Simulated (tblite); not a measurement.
C6H6N3 (doublet state).
Atom-mapped SMILES: `[H]/[N:9]=[CH:8]\[c:7]1[c:2]([CH3:1])[n:3][cH:4][c:5][n:6]1` (hydrogens: H10, H11, H12 on C1; H13 on C4; H14 on C8; H15 on N9)

Structure optimised with GFN2-xTB, isolated species. This method treats the open shell by occupation alone, without spin polarisation.

(1) List the bond lengths, angles and torsions at this level.

## Answers

(1) 
```
                  bond  length (pm)     order
                 C1–C2        149.6    single
                 C2–N3        132.2  aromatic
                 N3–C4        131.7  aromatic
                 C4–C5        139.2  aromatic
                 C5–N6        128.1  aromatic
                 N6–C7        133.3  aromatic
                 C7–C8        146.7    single
                 C8=N9        125.8    double
                 C2–C7        140.9  aromatic
C1–H10, C1–H11, C1–H12        108.8    single
                C4–H13        107.8    single
                C8–H14        108.5    single
                N9–H15        102.2    single
```

Bonds in one row agree within 1 pm and their mean is given. Orders are formal, as drawn. A selection of angles:
```
    angle  degrees
 C1–C2–N3    117.0
 C1–C2–C7    123.0
 N3–C2–C7    119.9
 C2–N3–C4    121.8
 N3–C4–C5    117.7
 C4–C5–N6    121.2
 C5–N6–C7    122.7
 N6–C7–C8    118.2
 C2–C7–N6    116.7
 C2–C7–C8    125.1
 C7–C8–N9    125.8
H15–N9–C8    113.6
```

Dihedral angles: N6–C7–C8–N9 -1° (synperiplanar); H15–N9–C8–C7 0° (synperiplanar).

C8 (carbon bonded to C, N and H) is planar (angles 125.8°, 117.3° and 116.9°, sum 360.0°, 0.00 Å off the plane of its three neighbours). C7 (carbon bonded to 2 C and N) is planar (angles 125.1°, 118.2° and 116.7°, sum 360.0°, 0.00 Å off the plane of its three neighbours). N9 (nitrogen bonded to C and H) is bent (angle 113.6°). The 6-membered ring C2–N3–C4–C5–N6–C7 has internal angles of 116.7° to 122.7° (sum 720°, against 720° for a flat polygon); it is planar, 0.00 Å rms from its mean plane, widest ring torsion 0°. The 4 C–C bonds span 1.392 Å (C4–C5, aromatic) to 1.496 Å (C1–C2, drawn single), a spread of 0.104 Å. C2 (carbon bonded to 2 C and N) is planar (angles 123.0°, 119.9° and 117.0°, sum 360.0°, 0.00 Å off the plane of its three neighbours). The 9 heavy atoms lie in one plane (0.004 Å rms).

Point group: Cs (tolerance 0.08 Å). Its GFN2-xTB frequencies are all real (lowest 53 cm⁻¹).

One conformer stands for the species.

The numbers are calculated, not measured.
